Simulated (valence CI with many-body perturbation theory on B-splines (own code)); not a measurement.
Energy levels of Pr26+

Level of theory: valence CI with perturbative core correlation (CI+MBPT): five valence electrons over a frozen Dirac-Fock core [Ar] 3d10, a basis of 11 s, 11 p, 10 d, 8 f, 5 g, 2 h functions for each j, with the one-electron correlation potential Σ1 (screened to all orders), the two-electron term Σ2, the three-electron term Σ3, Breit, model QED; selected single and double excitations, second order for the rest, scaled by the run's own slope (own B-spline code, finite nucleus).

The last digits are not significant, and no measured levels were compared; by estimate large intervals hold to a few tenths of a per cent, small ones and those within an open d or f shell to about a per cent. Among the levels kept, up to 2000 cm⁻¹ of a level comes from second order outside the variational space, and about a tenth of that is noise between levels of different J, which matters for small intervals.

Levels 1 to 45 of 166, with energies above the lowest level, (4s^2 4p1/2^2 4p3/2) J=3/2. "Leading %" is the weight of the configuration and term that name the level; weights of strongly mixed levels are sums over their largest components and can fall short. In the jj column 3d3/2^4 stands for four electrons in 3d with j = 3/2. Lifetimes count E1, E2, E3, M1 and M2 decay at the calculated energies, and are blank where another channel may lead or the interval is too uncertain; long ones can be off by a factor of two.

```
No.  Configuration  Term    J  E (eV)  Leading %      g  Lifetime                     Leading jj
  1         4s²4p³   ²P°  3/2    0.00         41  1.435                4s^2 4p1/2^2 4p3/2 (97 %)
  2         4s²4p³   ⁴S°  3/2   23.43         50  1.416   6.99 μs      4s^2 4p1/2 4p3/2^2 (97 %)
  3         4s²4p³   ²D°  5/2   27.19         98  1.198   34.9 μs      4s^2 4p1/2 4p3/2^2 (98 %)
  4         4s²4p³   ²P°  1/2   31.99         98  0.663   7.61 μs      4s^2 4p1/2 4p3/2^2 (98 %)
  5         4s²4p³   ²P°  3/2   55.91         55  1.278   2.76 μs            4s^2 4p3/2^3 (97 %)
  6          4s4p⁴    ⁴P  5/2   84.18         75  1.519   69.8 ps      4s 4p1/2^2 4p3/2^2 (90 %)
  7          4s4p⁴    ²D  3/2   93.25         27  1.217   22.2 ps      4s 4p1/2^2 4p3/2^2 (66 %)
  8          4s4p⁴    ⁴P  1/2   94.83         46  2.286   20.1 ps      4s 4p1/2^2 4p3/2^2 (84 %)
  9       4s²4p²4d    ⁴F  3/2  104.03         40  0.863   22.3 ps      4s^2 4p1/2^2 4d3/2 (74 %)
 10          4s4p⁴    ⁴P  3/2  111.36         46  1.334   21.6 ps        4s 4p1/2 4p3/2^3 (75 %)
 11       4s²4p²4d    ⁴F  5/2  111.57         31  1.182   14.2 ps      4s^2 4p1/2^2 4d5/2 (82 %)
 12          4s4p⁴    ²D  5/2  115.82         65  1.272   39.5 ps        4s 4p1/2 4p3/2^3 (79 %)
 13          4s4p⁴    ²P  1/2  120.56         32  1.151   14.0 ps        4s 4p1/2 4p3/2^3 (50 %)
 14          4s4p⁴    ²P  3/2  121.11         26  1.061   27.5 ps  4s^2 4p1/2 4p3/2 4d3/2 (49 %)
 15       4s²4p²4d    ²F  5/2  125.25         55  0.943    159 ps  4s^2 4p1/2 4p3/2 4d3/2 (89 %)
 16       4s²4p²4d    ⁴D  1/2  127.98         68  0.469   13.7 ps  4s^2 4p1/2 4p3/2 4d3/2 (65 %)
 17       4s²4p²4d    ⁴F  7/2  128.13         39  1.098   2.10 ns  4s^2 4p1/2 4p3/2 4d3/2 (84 %)
 18       4s²4p²4d    ⁴D  3/2  130.42         34  1.066   5.76 ps  4s^2 4p1/2 4p3/2 4d3/2 (46 %)
 19       4s²4p²4d    ⁴D  7/2  130.44         49  1.311   7.08 ns  4s^2 4p1/2 4p3/2 4d5/2 (96 %)
 20       4s²4p²4d    ²G  9/2  134.29         49  1.220            4s^2 4p1/2 4p3/2 4d5/2 (96 %)
 21       4s²4p²4d    ⁴P  5/2  135.95         30  1.225   4.78 ps  4s^2 4p1/2 4p3/2 4d5/2 (68 %)
 22       4s²4p²4d    ²P  3/2  137.02         33  1.152   2.99 ps  4s^2 4p1/2 4p3/2 4d5/2 (50 %)
 23       4s²4p²4d    ²D  5/2  140.33         32  1.299   2.46 ps  4s^2 4p1/2 4p3/2 4d3/2 (44 %)
 24       4s²4p²4d    ⁴P  1/2  140.94         42  2.022   2.00 ps  4s^2 4p1/2 4p3/2 4d3/2 (82 %)
 25       4s²4p²4d    ⁴P  3/2  141.46         41  1.483   2.27 ps  4s^2 4p1/2 4p3/2 4d3/2 (48 %)
 26       4s²4p²4d    ²G  7/2  142.22         46  1.063   8.99 ps  4s^2 4p1/2 4p3/2 4d5/2 (70 %)
 27       4s²4p²4d    ²D  3/2  146.32         73  0.856   6.62 ps  4s^2 4p1/2 4p3/2 4d5/2 (73 %)
 28       4s²4p²4d    ²P  1/2  146.80         39  1.286   7.91 ps              4s 4p3/2^4 (45 %)
 29       4s²4p²4d    ²D  5/2  146.87         55  1.128   2.11 ps  4s^2 4p1/2 4p3/2 4d5/2 (64 %)
 30       4s²4p²4d    ²P  1/2  151.36         32  1.184   3.00 ps  4s^2 4p1/2 4p3/2 4d5/2 (53 %)
 31       4s²4p²4d    ²F  7/2  158.74         48  1.253    107 ps      4s^2 4p3/2^2 4d5/2 (97 %)
 32       4s²4p²4d    ⁴F  9/2  160.18         49  1.221   5.32 μs      4s^2 4p3/2^2 4d5/2 (95 %)
 33       4s²4p²4d    ²P  1/2  161.00         60  1.094   2.98 ps      4s^2 4p3/2^2 4d3/2 (65 %)
 34       4s²4p²4d    ²D  3/2  162.22         44  1.141   1.99 ps      4s^2 4p3/2^2 4d3/2 (85 %)
 35       4s²4p²4d    ²D  5/2  162.92         36  1.210   2.03 ps      4s^2 4p3/2^2 4d3/2 (72 %)
 36       4s²4p²4d    ²F  7/2  166.58         75  1.107   1.78 ps      4s^2 4p3/2^2 4d3/2 (80 %)
 37       4s²4p²4d    ²D  5/2  169.60         82  1.205    323 ps      4s^2 4p3/2^2 4d5/2 (96 %)
 38       4s²4p²4d    ²D  3/2  170.07         48  1.030   2.32 ps      4s^2 4p3/2^2 4d3/2 (65 %)
 39       4s²4p²4d    ²S  1/2  173.29         35  1.831   2.26 ps      4s^2 4p3/2^2 4d5/2 (47 %)
 40       4s²4p²4d    ²D  3/2  176.77         60  1.041   2.44 ps      4s^2 4p3/2^2 4d5/2 (72 %)
 41       4s²4p²4d    ²D  5/2  179.40         54  1.114   1.92 ps      4s^2 4p3/2^2 4d5/2 (81 %)
 42            4p⁵   ²P°  3/2  182.83         39  1.424   26.3 ps  4s 4p1/2^2 4p3/2 4d3/2 (45 %)
 43        4s4p³4d   ⁶D°  5/2  183.72         44  1.401   84.6 ps  4s 4p1/2^2 4p3/2 4d3/2 (80 %)
 44        4s4p³4d   ⁶D°  1/2  183.79         59  2.869    117 ps  4s 4p1/2^2 4p3/2 4d3/2 (80 %)
 45        4s4p³4d   ⁶D°  7/2  184.81         46  1.415    162 ps  4s 4p1/2^2 4p3/2 4d3/2 (59 %)
```

The ionisation energy to 4s²4p² ³P0 of the next ion comes out as 920.98 eV (NIST: 920 ± 4 eV (theoretical)). All 166 levels together are meant to be complete up to 280.46 eV.
